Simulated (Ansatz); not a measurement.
Species: sum formula H6BSiO3, charge 1, multiplicity 1. It need not be the lowest isomer of its formula. 
Coordinates optimised at B3LYP-D3(BJ)/def2-TZVP (Ansatz, a quantum-chemistry and plane-wave program):
```xyz
11

O      1.7969     0.4655    -1.3019
B      1.0158     0.2757    -0.2406
O      1.1379     0.3431     1.0866
O     -0.3428    -0.1106    -0.6153
Si    -1.7224    -0.4649     0.5058
H      2.7193     0.7239    -1.1981
H      1.9769     0.5860     1.4926
H     -0.4863    -0.1746    -1.5740
H     -2.7580    -0.7772    -0.4852
H     -1.2449    -1.6007     1.2959
H     -1.9081     0.7902     1.2355
```
Charge +1, spin multiplicity 1.

Total electronic energies in hartree. Cores are frozen in the correlated levels unless marked. Spin-orbit coupling is left out. No relativistic terms. CBS(X,Y): correlation extrapolated as X^-3; Hartree-Fock from the larger set.

| level | program | energy (Eh) |
|---|---|---|
| HF/STO-3G | Ansatz | -535.02955 |
| SVWN5/def2-TZVPD | Ansatz | [?] |
| BLYP-D3(BJ)/def2-TZVPD | Ansatz + dftd3 | [?] |
| PBE0-D3(BJ)/def2-TZVPD | Ansatz + dftd3 | [?] |
| r2SCANh/def2-TZVPD | Ansatz | -543.47875 |
| r2SCAN0-D4/def2-TZVPD | Ansatz + dftd4 | -543.45934 |
| B2PLYP-D4/def2-TZVPD | Ansatz + dftd4 | -543.36272 |
| SCS-MP2/cc-pV(D+d)Z | Ansatz | -542.38455 |
| CCSD(T)/CBS(cc-pV(T+d)Z,cc-pV(Q+d)Z) | Ansatz | -542.8968 |

Q: What belongs in the gaps?

A: 
- SVWN5/def2-TZVPD, energy (Eh): -540.57808
- BLYP-D3(BJ)/def2-TZVPD, energy (Eh): -543.60770
- PBE0-D3(BJ)/def2-TZVPD, energy (Eh): -543.25319
